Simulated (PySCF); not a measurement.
CdCl: frontier orbitals

PBE0 at R = 2.378 Å; Cd def2-SVP with ECP28, Cl def2-SVP; scalar-relativistic core potentials (PySCF 2.14). State: ²Σ⁺ (doublet), unpaired electrons σ ↑. Only the outer orbitals are listed, counted within each symmetry, core potentials removing the inner ones.

```
spin  orbital  occ.  ε (eV)  on Cd (%)            main shells (%)
   α       8σ     1   -9.78         36           63 Cl p, 31 Cd s
   α       4π     1   -8.05          5                    95 Cl p
   α       4π     1   -8.05          5                    95 Cl p
   α       9σ     1   -6.45         77  61 Cd s, 23 Cl p, 16 Cd p
   α       5π     0   -0.96         96                    96 Cd p
   α       5π     0   -0.96         96                    96 Cd p
   α      10σ     0    0.81        101                    91 Cd p
   β       8σ     1   -9.12         34           65 Cl p, 28 Cd s
   β       4π     1   -7.95          5                    95 Cl p
   β       4π     1   -7.95          5                    95 Cl p
   β       9σ     0   -3.77         80  68 Cd s, 20 Cl p, 11 Cd p
   β       5π     0   -0.35         97                    96 Cd p
   β       5π     0   -0.35         97                    96 Cd p
```

Problem. Which are the highest filled and the lowest empty level, where do they sit, and how wide is the gap?

Solution. Highest filled α 9σ at -6.45 eV (in %: 61 Cd s, 23 Cl p, 16 Cd p); lowest empty β 9σ at -3.77 eV (in %: 68 Cd s, 20 Cl p, 11 Cd p); the gap at PBE0 is 2.68 eV.

```
bond order (Mayer)                               : 0.99
⟨S²⟩                                             : 0.753
charge on Cd (Mulliken, basis-dependent)         : 0.37
charge on Cd (Löwdin, basis-dependent)           : 0.17
dipole moment (positive dipole means Cd(−)Cl(+)) : -3.30 D
polarisability along the bond                    : 61.7 bohr³
polarisability across the bond                   : 38.5 bohr³
```

Shares are Mulliken populations and can fall outside 0 to 100 %.

Spin–orbit coupling is left out. The state is the lowest determinant that a PBE0 search found; another state may lie lower at other levels.
